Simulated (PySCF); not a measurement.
# How methods differ on the ionisation energy of Sm(56+)

Sm(56+) [He] 2s2 2p2 (3P) → Sm(57+) [He] 2s2 2p1 (2P), as a difference of total energies. Computed with PySCF 2.14 in an even-tempered Gaussian basis (19 s from 32 bohr⁻², ratio 2.2; 12 p from 41 bohr⁻², ratio 2.2; 5 d from 160 bohr⁻², ratio 2.4; 5 f from 230 bohr⁻², ratio 2.4; 4 g from 350 bohr⁻², ratio 2.4), with scalar relativity by spin-free X2C-1e. Correlated levels: nothing frozen; virtual orbitals above 40 to 60 times the deepest correlated orbital energy dropped. The calculations carry no spin-orbit coupling.

```json
{"method": "UHF", "ionisation energy (eV)": "11865.1"}
{"method": "LDA", "ionisation energy (eV)": "11858.5"}
{"method": "PBE", "ionisation energy (eV)": "11863.0"}
{"method": "PBE0", "ionisation energy (eV)": "11863.8"}
{"method": "r2SCAN", "ionisation energy (eV)": "11868.3"}
{"method": "r2SCANh", "ionisation energy (eV)": "11868.1"}
{"method": "BP86", "ionisation energy (eV)": "11864.8"}
{"method": "MP2 (all electrons)", "ionisation energy (eV)": "11864.9"}
{"method": "SCS-MP2 (all electrons)", "ionisation energy (eV)": "11864.4"}
```

Spin-orbit coupling is strong in these open shells (close to jj coupling). The scalar numbers leave it out and a first-order estimate fails, so it can dominate the gap to the real levels.

For this ion Breit and QED terms and the two-electron picture change, all absent here, outweigh the differences among the correlated methods.

For comparison: 12264 ± 5 eV (theoretical estimate listed by NIST; NIST Atomic Spectra Database, ionization energies).
